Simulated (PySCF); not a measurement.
Ge: excitation energy

Ge [Ar] 3d10 4s2 4p2 (3P) → Ge [Ar] 3d10 4s1 4p3 (5S), as a difference of total energies. Calculation: PySCF 2.14, in def2-QZVPPD (12s7p5d4f1g, 95 functions); no relativity, point nucleus. Correlated levels: valence: [Ar] 3d10 frozen; valence and next inner shell: [Ne] frozen. The calculations carry no spin-orbit coupling.

```tsv
method	excitation energy (cm⁻¹)	difference from reference (cm⁻¹)
UHF	25555	-15403
LDA	44501	+3544
PBE	42924	+1966
PBE0	39889	-1068
r2SCAN	37635	-3323
B2PLYP	41085	+128
wB97X	46655	+5697
B3LYP	44523	+3565
BP86	43363	+2405
MP2 (valence)	33119	-7839
SCS-MP2 (valence)	36547	-4411
MP2 (valence and next inner shell)	36806	-4151
SCS-MP2 (valence and next inner shell)	39635	-1323
```

Reference: 40958 cm⁻¹ (measured; NIST levels, between the centres of gravity of the two terms).

These non-relativistic numbers lack the scalar-relativistic shift.

Errors of the correlated levels include the incompleteness of this basis and the frozen core.
